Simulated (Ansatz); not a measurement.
Ansatz (an electronic-structure program) input (B3LYP-D3(BJ)/def2-TZVP):

Ansatz 0.2 input:
```yaml
crystal:
  periodic: [false, false, false]
  atoms:
    - {symbol: Cu, position_ang: [-0.31065458, -0.17551973, -0.26451495]}
    - {symbol: O, position_ang: [0.98699540, 0.46011892, 0.82919684]}
    - {symbol: H, position_ang: [1.11301966, 1.40912091, 1.03735889]}
basis:
  gaussian:
    orbitals: def2-TZVP
hamiltonian:
  xc: b3lyp
  dispersion: d3bj
total_charge: 1
magnetization: {spin_polarized: true, initial_magnetization: 1}
phonons: {temperatures: {t_min: 298.15, t_max: 298.15, t_step: 100}}
```

Output:

```
Functional definition: B3LYP
integrals: 0.02 GiB planned
737 factors; their error is unknown
mean field: 0.29 GiB planned
mean field evaluation 1: about -46672.9373 eV, gradient 1.2e2 eV
mean field evaluation 2: about -45919.7215 eV, gradient 4.2e2 eV
mean field evaluation 4: about -46678.6828 eV, gradient 7.4e1 eV
mean field evaluation 8: about -46696.8033 eV, gradient 2.3e0 eV
mean field evaluation 16: about -46696.8477 eV, gradient 3.6e-3 eV
mean field evaluation 32: about -46696.6025 eV, gradient 6.4e0 eV
mean field -46696.84769060 eV, -1716.0775003694 hartree, gradient 4.6e-7 eV, S^2 0.756606; 3 other end points of the search recorded, 0 dependent functions left out
the calculation of the forces begins
reference -46696.84787695 eV, -1716.0775072176 hartree; 19, 18 occupied and 63, 64 virtual orbitals, 737 factors
these checks for a lower state are left out or cut short: stability, starts, cluster_reference, orbital_swaps, neighbouring_geometries, increment
integrals: 0.02 GiB planned
737 factors; their error is unknown
mean field: 0.29 GiB planned
mean field -46696.84765138 eV, -1716.0774989282 hartree, gradient 1.9e-6 eV, S^2 0.756609; 0 other end points of the search recorded, 0 dependent functions left out
the calculation of the forces begins
reference -46696.84783770 eV, -1716.0775057750 hartree; 19, 18 occupied and 63, 64 virtual orbitals, 737 factors
these checks for a lower state are left out or cut short: stability, starts, cluster_reference, orbital_swaps, neighbouring_geometries, increment
integrals: 0.02 GiB planned
737 factors; their error is unknown
mean field: 0.29 GiB planned
mean field -46696.84766344 eV, -1716.0774993711 hartree, gradient 1.2e-6 eV, S^2 0.756603; 0 other end points of the search recorded, 0 dependent functions left out
the calculation of the forces begins
reference -46696.84784982 eV, -1716.0775062207 hartree; 19, 18 occupied and 63, 64 virtual orbitals, 737 factors
these checks for a lower state are left out or cut short: stability, starts, cluster_reference, orbital_swaps, neighbouring_geometries, increment
integrals: 0.02 GiB planned
737 factors; their error is unknown
mean field: 0.29 GiB planned
mean field -46696.84768999 eV, -1716.0775003468 hartree, gradient 8.4e-7 eV, S^2 0.756604; 0 other end points of the search recorded, 0 dependent functions left out
the calculation of the forces begins
reference -46696.84787634 eV, -1716.0775071953 hartree; 19, 18 occupied and 63, 64 virtual orbitals, 737 factors
these checks for a lower state are left out or cut short: stability, starts, cluster_reference, orbital_swaps, neighbouring_geometries, increment
integrals: 0.02 GiB planned
737 factors; their error is unknown
mean field: 0.29 GiB planned
mean field evaluation 64: about -46696.8206 eV, gradient 1.4e-1 eV
mean field -46696.84768477 eV, -1716.0775001552 hartree, gradient 2.5e-6 eV, S^2 0.756608; 0 other end points of the search recorded, 0 dependent functions left out
the calculation of the forces begins
reference -46696.84787111 eV, -1716.0775070032 hartree; 19, 18 occupied and 63, 64 virtual orbitals, 737 factors
these checks for a lower state are left out or cut short: stability, starts, cluster_reference, orbital_swaps, neighbouring_geometries, increment
integrals: 0.02 GiB planned
737 factors; their error is unknown
mean field: 0.29 GiB planned
mean field -46696.84764815 eV, -1716.0774988094 hartree, gradient 1.4e-6 eV, S^2 0.756604; 0 other end points of the search recorded, 0 dependent functions left out
the calculation of the forces begins
reference -46696.84783454 eV, -1716.0775056590 hartree; 19, 18 occupied and 63, 64 virtual orbitals, 737 factors
these checks for a lower state are left out or cut short: stability, starts, cluster_reference, orbital_swaps, neighbouring_geometries, increment
integrals: 0.02 GiB planned
737 factors; their error is unknown
mean field: 0.29 GiB planned
mean field -46696.84764439 eV, -1716.0774986713 hartree, gradient 2.4e-6 eV, S^2 0.756608; 0 other end points of the search recorded, 0 dependent functions left out
the calculation of the forces begins
reference -46696.84783071 eV, -1716.0775055182 hartree; 19, 18 occupied and 63, 64 virtual orbitals, 737 factors
these checks for a lower state are left out or cut short: stability, starts, cluster_reference, orbital_swaps, neighbouring_geometries, increment
integrals: 0.02 GiB planned
737 factors; their error is unknown
mean field: 0.29 GiB planned
mean field -46696.84762118 eV, -1716.0774978184 hartree, gradient 2.0e-6 eV, S^2 0.756612; 0 other end points of the search recorded, 0 dependent functions left out
the calculation of the forces begins
reference -46696.84780755 eV, -1716.0775046670 hartree; 19, 18 occupied and 63, 64 virtual orbitals, 737 factors
these checks for a lower state are left out or cut short: stability, starts, cluster_reference, orbital_swaps, neighbouring_geometries, increment
integrals: 0.02 GiB planned
737 factors; their error is unknown
mean field: 0.29 GiB planned
mean field evaluation 96: about -46696.8476 eV, gradient 2.1e-3 eV
mean field -46696.84761689 eV, -1716.0774976607 hartree, gradient 1.2e-6 eV, S^2 0.756600; 0 other end points of the search recorded, 0 dependent functions left out
the calculation of the forces begins
reference -46696.84780323 eV, -1716.0775045086 hartree; 19, 18 occupied and 63, 64 virtual orbitals, 737 factors
these checks for a lower state are left out or cut short: stability, starts, cluster_reference, orbital_swaps, neighbouring_geometries, increment
integrals: 0.02 GiB planned
737 factors; their error is unknown
mean field: 0.29 GiB planned
mean field -46696.84768250 eV, -1716.0775000716 hartree, gradient 2.5e-6 eV, S^2 0.756605; 0 other end points of the search recorded, 0 dependent functions left out
the calculation of the forces begins
reference -46696.84786885 eV, -1716.0775069198 hartree; 19, 18 occupied and 63, 64 virtual orbitals, 737 factors
these checks for a lower state are left out or cut short: stability, starts, cluster_reference, orbital_swaps, neighbouring_geometries, increment
integrals: 0.02 GiB planned
737 factors; their error is unknown
mean field: 0.29 GiB planned
mean field -46696.84767422 eV, -1716.0774997674 hartree, gradient 2.4e-6 eV, S^2 0.756607; 0 other end points of the search recorded, 0 dependent functions left out
the calculation of the forces begins
reference -46696.84786057 eV, -1716.0775066156 hartree; 19, 18 occupied and 63, 64 virtual orbitals, 737 factors
these checks for a lower state are left out or cut short: stability, starts, cluster_reference, orbital_swaps, neighbouring_geometries, increment
integrals: 0.02 GiB planned
737 factors; their error is unknown
mean field: 0.29 GiB planned
mean field -46696.84761786 eV, -1716.0774976964 hartree, gradient 1.4e-6 eV, S^2 0.756601; 0 other end points of the search recorded, 0 dependent functions left out
the calculation of the forces begins
reference -46696.84780420 eV, -1716.0775045439 hartree; 19, 18 occupied and 63, 64 virtual orbitals, 737 factors
these checks for a lower state are left out or cut short: stability, starts, cluster_reference, orbital_swaps, neighbouring_geometries, increment
integrals: 0.02 GiB planned
737 factors; their error is unknown
mean field: 0.29 GiB planned
mean field -46696.84762737 eV, -1716.0774980456 hartree, gradient 8.6e-7 eV, S^2 0.756610; 0 other end points of the search recorded, 0 dependent functions left out
the calculation of the forces begins
reference -46696.84781374 eV, -1716.0775048945 hartree; 19, 18 occupied and 63, 64 virtual orbitals, 737 factors
Total energy: -46696.89362017 eV, -1716.0791882499 hartree
Atom 0 at    -0.310655    -0.175520    -0.264515 Å, force    -0.000030     0.000569     0.000042 eV/Å
Atom 1 at     0.986995     0.460119     0.829197 Å, force     0.000708    -0.001478     0.000387 eV/Å
Atom 2 at     1.113020     1.409121     1.037359 Å, force    -0.000678     0.000909    -0.000429 eV/Å
Dipole moment:    -0.262464     0.181918    -0.185542 e Å
Vibrations: 499.70 615.79 3639.69 cm⁻¹, zero-point energy 0.294784 eV
```

The spin state was set by rule; other spins were not relaxed.
